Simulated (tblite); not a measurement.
Species: C5H7ClO2S.
Z-matrix (Å and degrees, GFN2-xTB geometry), rows numbered from 1:
```
O 
S   1  1.4264
O   2  1.4267  1  119.57
Cl  2  2.0484  1  106.83  3  -120.80
C   2  1.7567  1  111.14  3   131.15
C   5  1.3200  2  124.83  1     7.75
C   6  1.4973  5  110.66  2   177.95
C   7  1.5445  6  104.03  5     9.47
C   5  1.4876  2  120.61  1  -174.67
H   6  1.0746  5  125.73  2    -0.96
H   7  1.0898  6  111.89  5   131.10
H   7  1.0927  6  109.19  5  -110.05
H   8  1.0891  7  109.69  6   103.43
H   8  1.0871  7  111.73  6  -136.87
H   9  1.0897  5  111.51  2    51.39
H   9  1.0927  5  110.04  2   -68.15
```

Level: GFN2-xTB in tblite, geometry and Hessian alike; calculated harmonic values, unscaled, isolated species. The method is semi-empirical: single wavenumbers can be off by several per cent or more. One conformer, not necessarily the lowest.

Harmonic wavenumbers (cm⁻¹): 38.7, 69.6, 99.6, 115.1, 232.8, 258.7, 304.7, 326.7, 354.5, 417.1, 512.6, 531.6, 650.4, 783.8, 819.5, 841.2, 899.7, 957.5, 996.1, 1040.4, 1079.4, 1093.1, 1105.7, 1145.7, 1173.2, 1192.8, 1204.9, 1273.4, 1286.8, 1290.5, 1316.5, 1451.5, 1461.4, 1488.7, 1702.5, 2959.6, 2962.9, 2999.4, 3005.8, 3013.7, 3034.3, 3143.8.

A = 2146, B = 826.1, C = 785.9 MHz; mass 165.986 u (most abundant isotopes); point group C1, symmetry number 1.

Question: Zero-point energy?

Answer: ½Σν̃ = 25318 cm⁻¹ = 72.39 kcal/mol.

Question: What is S at 298.15 K and 1 bar for an ideal gas of classical rigid rotors and harmonic oscillators?

Answer: Translation 41.25, rotation 29.82, vibration 27.50: S = 98.6 cal/(mol K).

Question: And Cp and H(298.15 K) − H(0)?

Answer: Cp = 35.10 cal/(mol K), of which vibrations give 27.15 (their classical limit is 42 R = 83.5); H(298.15 K) − H(0) = 6.57 kcal/mol without the zero-point energy, 4.20 from vibrations.

Question: Blend soft modes into free rotors: weight 1/[1 + (100 cm⁻¹/ν̃)⁴] for the oscillator and the rest for a rotor with moment μB/(μ + B), μ = h/(8π²ν), B = 10⁻⁴⁴ kg m². What vibrational entropy results?

Answer: 24.79 cal/(mol K) in place of 27.50, which changes −T·S at 298.15 K by +0.81 kcal/mol.

Question: What must be added to the electronic energy to get the Gibbs energy at 298.15 K and 1 bar?

Answer: ZPE + [H(298.15 K) − H(0)] − T·S = 72.39 + 6.57 − 29.39 = 49.57 kcal/mol.

Question: How do the functions run with temperature in this model?

Answer: 
```json
{"T (K)": "100", "S (cal/(mol K))": "71.2", "Cp (cal/(mol K))": "18.1", "H − H(0) (kcal/mol)": "1.30", "G − H(0) (kcal/mol)": "-5.82", "ln q(vib)": "1.89"}
{"T (K)": "200", "S (cal/(mol K))": "86.4", "Cp (cal/(mol K))": "26.6", "H − H(0) (kcal/mol)": "3.54", "G − H(0) (kcal/mol)": "-13.74", "ln q(vib)": "4.39"}
{"T (K)": "300", "S (cal/(mol K))": "98.8", "Cp (cal/(mol K))": "35.3", "H − H(0) (kcal/mol)": "6.63", "G − H(0) (kcal/mol)": "-23.01", "ln q(vib)": "6.80"}
{"T (K)": "500", "S (cal/(mol K))": "120.7", "Cp (cal/(mol K))": "50.9", "H − H(0) (kcal/mol)": "15.33", "G − H(0) (kcal/mol)": "-45.01", "ln q(vib)": "11.46"}
{"T (K)": "800", "S (cal/(mol K))": "148.1", "Cp (cal/(mol K))": "65.4", "H − H(0) (kcal/mol)": "33.01", "G − H(0) (kcal/mol)": "-85.48", "ln q(vib)": "18.05"}
{"T (K)": "1000", "S (cal/(mol K))": "163.4", "Cp (cal/(mol K))": "71.4", "H − H(0) (kcal/mol)": "46.72", "G − H(0) (kcal/mol)": "-116.66", "ln q(vib)": "22.10"}
```

q(vib) and H(0) count from the zero-point level.

Question: Which modes carry the vibrational entropy at 298.15 K?

Answer: 38.7 cm⁻¹: 5.32; 69.6 cm⁻¹: 4.16; 99.6 cm⁻¹: 3.46; 115.1 cm⁻¹: 3.18; 232.8 cm⁻¹: 1.86; 258.7 cm⁻¹: 1.67 cal/(mol K); the other 36 give 7.84 together.

Hindered rotation and anharmonicity are outside this model. Other conformers, if any are populated, would add a mixing term that is left out. The structure is chiral; the term R ln 2 for an equal mix with its mirror image is left out.
